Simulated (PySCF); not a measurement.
## Worked example: entropy of an ideal gas

AlCl, SMILES [Al][Cl] (connectivity only; charge and spin as stated), neutral, multiplicity 1.

Geometry optimised at PBE0-D3(BJ)/def2-TZVPD.

PySCF with PBE0-D3(BJ)/def2-TZVPD gives the harmonic wavenumbers 470 cm⁻¹ and the rotational temperature 0.3434 K. The molar mass is 62.43 g/mol, the symmetry number 1, the spin multiplicity 1.

### Question
Work out the entropy at 298.15 K and 1 atm in the rigid-rotor, harmonic-oscillator model.

### Answer

Translation (Sackur–Tetrode at 1 atm): S = R[1.5 ln M + 2.5 ln T − 1.16487] = 160.3 J/(mol K).
Rotation: q = T/(σ θ) = 868, S = R[ln q + 1] = 64.6 J/(mol K).
Vibration: with u = 1.4388 ν/T, each mode gives R[u/(e^u − 1) − ln(1 − e^−u)]:
```
ν (cm⁻¹)  modes     u  S (J/(mol K))
--------  -----  ----  -------------
470           1  2.27           3.09
```
These are all the modes. Sum 3.1 J/(mol K).
Spin: R ln 1 = 0.0 J/(mol K).
Total 228.0 J/(mol K); the program's own thermochemistry gives 228.0. Translation makes up 70 % and vibration 1 %. Anharmonicity, hindered rotation and orbital degeneracy are left out.
